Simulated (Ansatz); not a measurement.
Cost and result for the atomization energy of CH₄BO₂, SMILES `CO[B]O` radical (8 atoms, 7 bonds).

The species carries charge 0 and has multiplicity 2. The geometry is a stationary point of PBE0-D4/def2-TZVP. It is one conformer, not always the lowest. Program: Ansatz. Hardware: A = 2 threads of an AMD EPYC 7R13 on a shared host; B = 2 threads of an AMD EPYC 7R13 on a shared host and a share of an NVIDIA H100 80 GB. Times are those of one run each, without the atoms' runs, and a repeat can differ threefold. Electronic energies, without spin–orbit coupling; frozen cores. CCSD(T)/CBS extrapolates def2-TZVPP and def2-QZVPP, and its time is that of the two runs behind it. T1 = 0.014; ⟨S²⟩ of the reference is 0.75. B3LYP takes the VWN-RPA correlation (the form of Gaussian; ORCA's B3LYP/G).

CCSD(T)/CBS is a level of theory with its own doubt, some kJ/mol a heavy atom from the limit and from the frozen cores, so smaller differences don't rank the functionals.

```tsv
level	functions	wall time
PBE0-D4/def2-TZVPP [A]	180	3.4 s
B3LYP-D4/def2-TZVPP (with forces) [A]	180	4.3 s
PBE-D4/def2-TZVPP (with forces) [A]	180	5 s
B2PLYP/def2-TZVPP [A]	180	5.5 s
r2SCAN-D4/def2-TZVPP (with forces) [A]	180	6.5 s
ωB97X-V/def2-TZVPP [A]	180	8.5 s
ωB97M-V/def2-TZVPP (with forces) [A]	180	11 s
CCSD(T)/def2-TZVPP [B]	180	16 s
CCSD(T)/def2-QZVPP [B]	348	44 s
CCSD(T)/CBS(def2)	–	60 s
```

Task: What atomization energy does each give, and how far from CCSD(T)/CBS? (Best estimate.)

Result: Ansatz gave: 
```csv
level,atomization (kcal/mol),difference from CCSD(T)/CBS,per bond
PBE0-D4/def2-TZVPP [A],759.0,4.9,0.7
B3LYP-D4/def2-TZVPP (with forces) [A],757.7,3.6,0.5
PBE-D4/def2-TZVPP (with forces) [A],778.5,24.4,3.5
B2PLYP/def2-TZVPP [A],751.3,-2.8,-0.4
r2SCAN-D4/def2-TZVPP (with forces) [A],764.2,10.1,1.4
ωB97X-V/def2-TZVPP [A],754.8,0.7,0.1
ωB97M-V/def2-TZVPP (with forces) [A],757.6,3.5,0.5
CCSD(T)/def2-TZVPP [B],735.1,-19.0,-2.7
CCSD(T)/def2-QZVPP [B],746.4,-7.7,-1.1
CCSD(T)/CBS(def2),754.1,0.0,0.0
```

In def2-TZVPP, CCSD(T) changes the Hartree–Fock value by +183.8 kcal/mol (the triples alone add +11.6 kcal/mol) and MP2 by +205.3 kcal/mol; breaking electron pairs costs correlation energy, which Hartree–Fock lacks. The D4 term adds +3.8 kcal/mol with B3LYP and +2.0 kcal/mol with PBE0; it sums over pairs of atoms, weighted by their polarisabilities, and B3LYP, whose exchange is more repulsive, gets the larger term. From PBE to PBE0 (25 % exact exchange), in def2-TZVPP and without D4, the atomization energy moves by −19.1 kcal/mol: exact exchange takes away binding that semilocal exchange gives to molecules.
